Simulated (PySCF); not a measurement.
Mg(OH)(GeH3) (GeH4MgO), SMILES [OH][Mg][GeH3].

Coordinates come from a PBE0-D3(BJ)/def2-TZVP optimisation. Other conformers were not sampled.

Method: IEF-PCM-ωB97X/def2-SVP (PySCF).

The values are the electrostatic part of the solvation free energy, E(continuum) − E(gas) at the gas-phase geometry, in a cavity of scaled van der Waals radii (PySCF's table); cavitation and dispersion terms are not included. A continuum can't describe solvent molecules that bind to the metal. In vacuum the orbital gap is 10.16 eV. The dipole moment in vacuum is 1.45 D.

```json
[
 {"solvent": "water", "ε": "78.36", "ΔG(elec) (kcal/mol)": "-10.4", "dipole (D)": "2.46", "gap (eV)": "10.30"},
 {"solvent": "chlorobenzene", "ε": "5.70", "ΔG(elec) (kcal/mol)": "(withheld)", "dipole (D)": "(withheld)", "gap (eV)": "(withheld)"},
 {"solvent": "diethylether", "ε": "4.24", "ΔG(elec) (kcal/mol)": "-6.9", "dipole (D)": "2.08", "gap (eV)": "10.24"}
]
```

Task: Complete the blanks. (Estimate from the structure and the level; the computed values follow.)

Result: 
- chlorobenzene, ΔG(elec) (kcal/mol): -7.7
- chlorobenzene, dipole (D): 2.17
- chlorobenzene, gap (eV): 10.26
